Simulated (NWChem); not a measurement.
# C3H9In; SMILES [CH3][In]([CH3])[CH3]

All runs: NWChem. Geometry: optimised at PBE0/def2-SVP. No frequency run checked for a minimum. def2 effective core potentials on In; no spin-orbit coupling.

Q: What does the run give for PBE0/def2-TZVP? Quantities: highest occupied level (eV); orbital gap (eV).

A: 
```yaml
highest occupied level (eV): -7.01
orbital gap (eV): 6.14
```
